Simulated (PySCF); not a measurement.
# Electronic structure of Si (silicon, neutral) at the r2SCAN level

Configuration: [Ne] 3s1 3p3, high-spin 5S determinant (an excited configuration). Calculation: PySCF 2.14, in def2-TZVPPD (6s5p4d1f, 48 functions); the non-relativistic Hamiltonian (point nucleus).

| Quantity | Value |
| --- | --- |
| Total energy | -289.2085 hartree |
| One-electron energy | -400.1146 hartree |
| Hartree (Coulomb) energy | 131.7720 hartree |
| Exchange-correlation energy | -20.8660 hartree |
| Kinetic energy | 288.67265 hartree |
| ⟨S²⟩ | 6.0001 |
| ⟨L²⟩ | 0.000 |
| Sum of ⟨r⟩ | 14.52 bohr |
| Sum of ⟨r²⟩ | 32.24 bohr² |
| Density at the nucleus (Gaussians lack the cusp) | 1700 bohr⁻³ |
| Spin density at the nucleus | 4.24 bohr⁻³ |
| Langevin diamagnetic susceptibility | -25.5 ×10⁻⁶ cm³/mol |

```json
{"shell": "1s α", "electrons": "1", "mean orbital energy (hartree)": "-65.89762", "rms radius, mean of both spins (bohr)": "0.129"}
{"shell": "1s β", "electrons": "1", "mean orbital energy (hartree)": "-65.87957", "rms radius, mean of both spins (bohr)": "0.129"}
{"shell": "2s α", "electrons": "1", "mean orbital energy (hartree)": "-5.27052", "rms radius, mean of both spins (bohr)": "0.620"}
{"shell": "2s β", "electrons": "1", "mean orbital energy (hartree)": "-5.25774", "rms radius, mean of both spins (bohr)": "0.620"}
{"shell": "2p α", "electrons": "3", "mean orbital energy (hartree)": "-3.61562", "rms radius, mean of both spins (bohr)": "0.603"}
{"shell": "2p β", "electrons": "3", "mean orbital energy (hartree)": "-3.59282", "rms radius, mean of both spins (bohr)": "0.603"}
{"shell": "3s α", "electrons": "1", "mean orbital energy (hartree)": "-0.48238", "rms radius, mean of both spins (bohr)": "2.30"}
{"shell": "3p α", "electrons": "3", "mean orbital energy (hartree)": "-0.21112", "rms radius, mean of both spins (bohr)": "2.83"}
```
